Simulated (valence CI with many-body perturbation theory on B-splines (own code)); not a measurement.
## Te XXI: what the settings do

Calculated by valence CI with perturbative core correlation (CI+MBPT): four valence electrons over a frozen Dirac-Fock core [Ar] 3d10, radial functions for each j: 6 s, 6 p, 5 d, 3 f, 1 g, with the one-electron correlation potential Σ1, the two-electron term Σ2, the three-electron term Σ3, Breit, model QED; selected CI, second order for the rest, scaled by the run's own slope (own B-spline code, finite nucleus).

No measured levels were compared; by estimate levels hold to about 250 cm⁻¹ or 0.2 % of their energy and the worst to 1 %, as in measured heavy ions of charge 2 to 7; those with d or f electrons hold less well.

The reference run has the lowest level (4s^2 4p1/2^2) J=0 and an ionisation energy of 600.535 eV. Its largest variational space holds 9956 state functions.

Levels are named by their leading jj configuration (3d3/2^4 stands for four electrons in 3d with j = 3/2), which in mixed levels can hold well under half, so a name can repeat and another be missing. Letters in brackets count levels of one name in rising energy.

Changed runs:
A. size limit of the variational space 10000 → 1500; scale of Σ1 1 → 0; second order for the rest on → off
B. scale of Σ1 1 → 0; scale of Σ2 1 → 0; three-electron term on → off
C. correlating orbitals by l 3 3 3 2 1 → 2 2 2 4 0
D. scale of Σ1 1 → 0 (bad on purpose)

Excitation energies of the reference run in cm⁻¹, and shifts in cm⁻¹:

```
                     Level  Reference       A       B       C       D
    (4s^2 4p1/2 4p3/2) J=1      88443    -394   -1447    -105    -778
    (4s^2 4p1/2 4p3/2) J=2     106764    -385   -1140     +70    -810
        (4s^2 4p3/2^2) J=2     209476   -1195   -2340     +42   -1600
        (4s^2 4p3/2^2) J=0     254164   -1614   -1343    +251   -1622
    (4s 4p1/2^2 4p3/2) J=2     443651    -528   -4555    -350    -991
    (4s 4p1/2^2 4p3/2) J=1     512802    -422   -1586     +76    -990
(4s 4p1/2 4p3/2^2) J=2 [a]     540698    -880   -4091    -126   -1468
    (4s 4p1/2 4p3/2^2) J=3     569713    -826   -3936     -32   -1613
    (4s 4p1/2 4p3/2^2) J=0     608591   -1581   -2572    +144   -1651
(4s 4p1/2 4p3/2^2) J=1 [a]     621134   -1153   -2082    +109   -1732
(4s 4p1/2 4p3/2^2) J=2 [b]     627210    -828   -1795     +56   -1636
(4s 4p1/2 4p3/2^2) J=1 [b]     670470    -790   +5277    +334   -1592
    Ionisation energy (eV)    600.535  -1.384  -1.232  -0.052  -1.383
```
